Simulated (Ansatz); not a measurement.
`C1[CH2][GeH2][NH]1`, relaxed with RKS PBE-D4/def2-SVP in Ansatz 0.2.0 from a rough embedded geometry. The force threshold is 0.03 eV/Å; the program also tests the step.

The species carries charge 0 and has multiplicity 1.

Start:

```xyz
11

C    -0.702   -0.351    0.775
C    -0.559   -0.552   -0.670
Ge    1.079    0.399   -0.623
N     0.543    0.476    1.080
H    -1.630    0.220    1.102
H    -0.652   -1.323    1.386
H    -1.336    0.003   -1.261
H    -0.408   -1.573   -0.972
H     1.039    1.815   -1.295
H     2.356   -0.498   -0.867
H     0.270    1.383    1.346
```

(1) By how much does the energy fall, and how many steps does the optimiser take? (Estimate.)

(2) Which bonds change most? (An estimate is asked.)

(3) Give the relaxed structure. (An estimate is asked.)

Results:

(1) Computed: 0.67 eV, in 10 steps, 2 of them rejected.

(2) Computed: C2–Ge3 from 1.895 to 1.990 Å; C1–C2 from 1.466 to 1.557 Å; Ge3–N4 from 1.788 to 1.868 Å; C1–N4 from 1.526 to 1.477 Å.

(3) Computed: 
```xyz
11

C    -0.766   -0.232    0.782
C    -0.567   -0.654   -0.704
Ge    1.073    0.473   -0.695
N     0.570    0.314    1.097
H    -1.594    0.514    0.859
H    -1.044   -1.085    1.446
H    -1.382   -0.366   -1.393
H    -0.347   -1.732   -0.831
H     0.951    1.879   -1.373
H     2.469   -0.129   -1.026
H     0.638    1.018    1.838
```
